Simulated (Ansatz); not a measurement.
Input file for Ansatz (a first-principles code): U-CCSD(T)/cc-pV(T+d)Z on ClFSi (SMILES F[Si]Cl), a point of a bond scan (R = 5.661 Å). Files ending in .json are basis or fitting sets from the Basis Set Exchange.

Ansatz 0.2 input:
```yaml
crystal:
  periodic: [false, false, false]
  atoms:
    - {symbol: Si, position_ang: [0.34761579, 0.26750639, 0.78195685]}
    - {symbol: F, position_ang: [0.95036201, 1.34196481, -0.25474125]}
    - {symbol: Cl, position_ang: [-2.72233943, -2.96778948, -2.70390053]}
basis:
  gaussian:
    orbitals: cc-pV_T+d_Z.json
correlation: {method: ccsd_t, electrons: outside_noble_gas}
scf: {omitted_lower_state_checks: [cluster_reference]}
magnetization: {spin_polarized: true, initial_magnetization: 0}
```

Q: What total energy does the run end on?

A: -848.4427 hartree (reference determinant -847.9030, T1 diagnostic 0.016). Its determinant has ⟨S²⟩ = 1.04, a mixture of spin states.

Q: How many basis functions does it have, and what does it roughly cost on one machine?

A: 108 functions; around 40 core-seconds (rough).
